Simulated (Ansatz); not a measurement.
The Se1–F2 bond of FHOSe (SMILES O[Se]F) is stretched (multiplicity 1, the rest rigid).
Geometry at rest (charge 0, multiplicity 1):
```xyz
4

Se     0.0859     0.0079     0.3948
F     -0.0116     1.3366    -0.7719
O     -0.2068    -1.3541    -0.7078
H     -1.1618    -1.4657    -0.8125
```

Frozen-core correlation. Filled d and f shells under p-block atoms count as core.

Codes used: Ansatz (an electronic-structure program) with Gaussian orbitals. Each number belongs to the level named beside it.

FIC-MRCISD+Q on CASSCF(6,4)/cc-pVDZ, total energies (hartree):

| R (Å) | CASSCF | MRCISD | weight c² of the reference |
|---|---|---|---|
| 1.771 | -2574.673116 | -2575.108376 | 0.89736 |
| 3.099 | -2574.592309 | -2575.010321 | 0.89896 |
| 5.667 | -2574.587984 | -2575.004502 | 0.89876 |

Question: Add the Davidson correction (E_MRCISD − E_CASSCF)(1 − c²)/c² and give the energies above the first point at the three levels.

Answer: 
Corrections (hartree): -0.049783, -0.046983, -0.046916. Above the first point (kcal/mol):
- R = 3.099 Å: CASSCF 50.7, MRCISD 61.5, with the correction 63.3
- R = 5.667 Å: CASSCF 53.4, MRCISD 65.2, with the correction 67.0

Doubts at one or more of the structures used: active orbitals that take no part (FIC-MRCISD+Q on CASSCF(6,4)/cc-pVDZ).
